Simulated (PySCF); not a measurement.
**Electronic structure of S(2+) (sulfur, charge +2) at the TPSS level**

Configuration: [Ne] 3s2 3p2, high-spin 3P determinant. All numbers are calculated (PySCF 2.14, the non-relativistic Hamiltonian (point nucleus), in aug-cc-pV(D+d)Z (5s4p3d, 32 functions)).

| Quantity | Value |
| --- | --- |
| Total energy | -396.8879 hartree |
| One-electron energy | -535.1346 hartree |
| Hartree (Coulomb) energy | 163.1957 hartree |
| Exchange-correlation energy | -24.9489 hartree |
| Kinetic energy | 395.85617 hartree |
| ⟨S²⟩ | 2.0038 |
| ⟨L²⟩ | 2.013 |
| Sum of ⟨r⟩ | 10.50 bohr |
| Sum of ⟨r²⟩ | 15.03 bohr² |
| Traceless quadrupole moment −½Σ⟨3z² − r²⟩ along its main axis | 1.35 e·bohr² |
| Density at the nucleus (Gaussians lack the cusp) | 2600 bohr⁻³ |
| Spin density at the nucleus | 0.246 bohr⁻³ |
| Langevin diamagnetic susceptibility | -11.9 ×10⁻⁶ cm³/mol |
| Time after the integrals | 0.21 s of wall time on 1 thread of Intel(R) Xeon(R) 6975P-C (shared host) |

```tsv
shell	electrons	mean orbital energy (hartree)	spread (hartree)	rms radius, mean of both spins (bohr)
1s α	1	-89.41841	0	0.113
1s β	1	-89.40549	0	0.113
2s α	1	-8.74729	0	0.522
2s β	1	-8.73536	0	0.522
2p α	3	-6.73026	0.01221	0.494
2p β	3	-6.71314	0.02775	0.494
3s α	1	-1.49279	0	1.70
3s β	1	-1.38363	0	1.70
3p α	2	-1.07187	0	1.90
```
